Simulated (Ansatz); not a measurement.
Isolated molecules relaxed with PBE0-D4/def2-TZVP in Ansatz; ΔE leaves out vibrations. CBS: MP2 limit from def2 TZ/QZ plus the TZ coupled-cluster correction, frozen cores. DFT in def2-TZVPP. B3LYP here is the variant with VWN-RPA as its local correlation; programs differ in this. One conformer a species, not always the lowest.

Consider the redistribution: `[AlH2][N]1[CH2][AlH]1` + `CC(F)[SiH2][SiH3]` → `C[CH](F)[AlH2]` + `[SiH3][SiH2][N]1[CH2][AlH]1`.

(1) Is it downhill or uphill in electronic energy at CCSD(T)/CBS, and by how much? (An estimate is asked.)

(2) What do these levels give: PBE-D4, PBE0-D4, B3LYP-D4, ωB97M-V, B2PLYP, r2SCAN, MP2/def2-TZVPP, CCSD(T)/def2-TZVPP, MP2/def2-QZVPP, SCS-MP2/def2-QZVPP, MP2/CBS(def2), CCSD/CBS(def2)? (Best estimate.)

Largest T1 diagnostic among the species: 0.014.

## Answers

(1) Computed: Uphill: ΔE = +52.0 kJ/mol.

(2) Computed: PBE-D4 51.4, PBE0-D4 50.3, B3LYP-D4 49.5, ωB97M-V 51.3, B2PLYP 52.9, r2SCAN 54.9, MP2/def2-TZVPP 54.7, CCSD(T)/def2-TZVPP 54.2, MP2/def2-QZVPP 53.3, SCS-MP2/def2-QZVPP 52.2, MP2/CBS(def2) 52.5, CCSD/CBS(def2) 50.7 kJ/mol.

In def2-TZVPP, CCSD(T) changes the Hartree–Fock value by +6.5 kJ/mol (the triples alone add +1.3 kJ/mol) and MP2 by +7.0 kJ/mol.
